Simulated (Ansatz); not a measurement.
The same path of BrH + ClF2H2O2Ta (10 atoms, charge 0, multiplicity 1) was run twice with different band settings. Lost on the way: Br9–H10. Made: Ta1–Br9, Cl2–H10.

The calculation used Ansatz 0.2.0, RKS PBE/def2-SVP.

Relaxed end points:

```xyz
10
Properties=species:S:1:pos:R:3
Ta -0.045 0.468 0.189
Cl 2.221 -0.425 0.304
F 0.498 1.597 1.604
F 0.315 0.731 -1.648
O -1.684 1.388 0.042
H -2.322 2.106 -0.082
O -0.775 -1.184 0.665
H -0.390 -2.078 0.873
Br 1.168 -3.713 1.195
H 1.907 -2.488 0.842
```

```xyz
10
Properties=species:S:1:pos:R:3
Ta -0.273 -0.459 0.388
Cl 2.477 0.664 -0.026
F 0.173 0.210 2.119
F 0.104 -0.926 -1.415
O -0.833 1.286 -0.101
H -0.633 2.197 0.177
O -1.922 -1.311 0.671
H -2.170 -2.250 0.740
Br 1.302 -2.430 1.028
H 2.668 -0.577 0.403
```

Common settings: spring 5.0 eV/Å²; optimiser quadratic models (default); start path through a guess of the saddle point; force threshold 0.03 eV/Å; iteration limit 60; end points relaxed.

| run | movable images | climbing image |
| --- | --- | --- |
| 1 | 9 | yes |
| 2 | 8 | no |

Task: What does each run give, and how far can it be trusted?

Result: Run 1: converged after 31 iterations, highest image 0.246 eV above the first end. Beside the main top the profile has a ripple of under 15 meV (maxima at images 5, 7), which may be a very shallow well or noise. A vibrational analysis at the climbing image gives one clearly imaginary mode, 138i cm⁻¹: a first-order saddle point.
Run 2: converged after 36 iterations, highest image 0.210 eV above the first end. Beside the main top the profile has a ripple of under 15 meV (maxima at images 5, 8), which may be a very shallow well or noise. No image climbed, so the highest image needn't sit at the top of the path.
The orbitals stay closed-shell, which can raise the energy where a bond breaks towards radicals; this wasn't checked here.
